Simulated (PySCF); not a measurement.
**Bond length, frequency and bond energy of Br₂⁺ by level of theory**

State: ²Πg (doublet), unpaired electrons π ↑. Set-up: PySCF, no relativity, basis sets Br def2-TZVPPD. De refers to Br⁺ + Br in their high-spin ground configurations, without counterpoise correction. The functionals are run spin-unrestricted.

```
      Level  Re (Å)  ωe (cm⁻¹)  De (eV)  CPU s a point (SCF and correlation, without the integrals)
        UHF   2.165        424     1.35                                                         2.9
    UHF-MP2   2.192        378     3.32                                                         6.7
UHF-SCS-MP2   2.197        376     3.14                                                         n/a
        PBE   2.225        357     4.04                                                         2.8
       BLYP   2.258        335     3.83                                                         1.8
       BP86   2.230        353     4.02                                                         2.1
     r²SCAN   2.205        371     3.76                                                         4.6
      M06-L   2.203        370     3.70                                                         3.9
      B3LYP   2.221        363     3.55                                                           5
       PBE0   2.190        387     3.61                                                         5.8
    r²SCAN0   2.180        395     3.41                                                         5.6
    ωB97X-V   2.175        406     3.47                                                          11
```

The bond length runs from 2.165 Å (UHF) to 2.258 Å (BLYP). De spans 1.35 eV (UHF, mean field) to 4.04 eV (PBE, GGA).

Correlated steps freeze 18 core orbitals. Spin–orbit coupling is left out. The state was picked by a PBE0 search and need not be the measured ground state.

The whole job (state search and all levels along the bond) took about 6.9 min on 2 threads of Arm Neoverse V1 (shared host), peak memory 5.4 GiB.
